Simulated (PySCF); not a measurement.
**Dipole response of Ta³⁺ (tantalum, charge +3)**

[Xe] 4f14 5d2, high-spin 3F determinant. Computed with PySCF 2.14 in x2c-TZVPPall with one added diffuse shell each of s, p, d, f type (12s8p8d4f1g, 113 functions), with scalar relativity by spin-free X2C-1e. Coupled (time-dependent) response in atomic units; α is the mean over directions.

| method | mean α (bohr³) | C₆ (like pair) | S(−4) |
| --- | --- | --- | --- |
| UHF | 7.064 | 33.51 | 19.44 |

S(−4) is the Cauchy moment in α(ω) = α(0) + S(−4) ω² + …

Spin-orbit coupling is absent.

α(iu) at UHF:

```json
{"u (hartree)": "0", "α(iu) (bohr³)": "7.064"}
{"u (hartree)": "0.0500", "α(iu) (bohr³)": "7.017"}
{"u (hartree)": "0.100", "α(iu) (bohr³)": "6.880"}
{"u (hartree)": "0.200", "α(iu) (bohr³)": "6.425"}
{"u (hartree)": "0.300", "α(iu) (bohr³)": "5.875"}
{"u (hartree)": "0.500", "α(iu) (bohr³)": "4.864"}
{"u (hartree)": "0.750", "α(iu) (bohr³)": "3.907"}
{"u (hartree)": "1.00", "α(iu) (bohr³)": "3.202"}
{"u (hartree)": "1.50", "α(iu) (bohr³)": "2.241"}
{"u (hartree)": "2.00", "α(iu) (bohr³)": "1.634"}
{"u (hartree)": "3.00", "α(iu) (bohr³)": "0.9535"}
{"u (hartree)": "5.00", "α(iu) (bohr³)": "0.4243"}
```

A single London oscillator, α(iu) = α/(1 + u²/ω²), gives C₆ = (3/4) ω α². Matching the computed C₆ needs ω = 4 × 33.51 / (3 × 7.064²) = 0.895 hartree.

For an ion, C₆ is the dispersion term alone; charge-induced terms of lower order in 1/R come first.

Spin-orbit coupling, absent here, splits the open shell strongly.
